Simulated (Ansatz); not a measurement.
`C[N](C)[Ti]([F])([N](C)C)[N](C)C`. Charge 0, multiplicity 1. Correlated methods include outer-core shells of Ti, which these sets cover unevenly. Scalar relativity is left out up to krypton.

```xyz
29

C     1.1409   -2.0621    1.2291
N    -0.0999   -1.3478    1.1082
C    -1.2385   -2.0954    1.5872
Ti   -0.4755    0.3951    0.5031
F    -1.5539    1.2910    1.6445
N    -1.2445    0.2239   -1.2071
C    -1.3975   -0.9164   -2.0677
C    -1.8357    1.4274   -1.7426
N     1.1810    1.2598    0.2716
C     1.9145    1.5999   -0.9162
C     1.8175    1.7133    1.4857
H     1.9682   -1.4474    0.8727
H     1.3446   -2.3455    2.2725
H     1.1277   -2.9908    0.6393
H    -1.1272   -2.3724    2.6451
H    -2.1584   -1.5073    1.4992
H    -1.3835   -3.0215    1.0121
H    -2.4573   -1.1298   -2.2720
H    -0.9518   -1.7997   -1.6090
H    -0.9081   -0.7535   -3.0395
H    -1.7177    2.2651   -1.0467
H    -1.3647    1.7197   -2.6925
H    -2.9123    1.3044   -1.9269
H     2.9135    1.1390   -0.9159
H     2.0606    2.6868   -1.0043
H     1.3825    1.2522   -1.8026
H     1.9525    2.8042    1.4909
H     1.2156    1.4550    2.3637
H     2.8075    1.2529    1.6181
```

(1) Give the diagnostics of a CCSD(T)/def2-TZVPP run (frozen core, the Gaussian-basis code of Ansatz). (Best estimate.)

## Answers

(1) The calculation gave: T1 = 0.0215, largest single amplitude 0.064, largest double 0.020, (T) share of the correlation energy 4.5 %, 14 CCSD cycles. The RHF solution is stable towards an unrestricted one. T1 lies over the customary mark of 0.02 for closed shells; compounds of d metals often pass it without a breakdown.
